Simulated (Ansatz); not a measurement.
CH₆BrClOSi₂, SMILES `CO[Si]([SiH3])(Cl)Br` at its PBE0-D4/def2-TZVP geometry, where that method's forces vanish. Total charge 0; spin multiplicity 1.

```xyz
12

C     0.7379   -0.6872   -2.0781
O     0.6898   -0.1326   -0.7761
Si   -0.5855   -0.1067    0.2225
Si    0.0091    0.9566    2.2060
Cl   -1.2272   -2.0289    0.5815
Br   -2.2841    0.9562   -0.7523
H     1.7478   -0.5446   -2.4616
H     0.5108   -1.7564   -2.0538
H     0.0279   -0.1837   -2.7398
H    -1.1790    0.9680    3.0957
H     1.1202    0.2120    2.8518
H     0.4324    2.3474    1.9043
```

Question: What forces (eV/Å) does PBE-D4/def2-TZVPP give on these atoms in Ansatz? (Estimate.)

Answer: Ansatz gave: 
```
C1   0.014 -0.086 -0.205
O2   0.464  0.200  0.115
Si3 -0.207  0.110  0.332
Si4  0.002 -0.031 -0.069
Cl5 -0.104 -0.312  0.076
Br6 -0.229  0.154 -0.121
H7   0.216  0.025 -0.097
H8  -0.048 -0.234 -0.016
H9  -0.150  0.097 -0.160
H10 -0.119  0.001  0.090
H11  0.116 -0.071  0.077
H12  0.045  0.146 -0.021
```
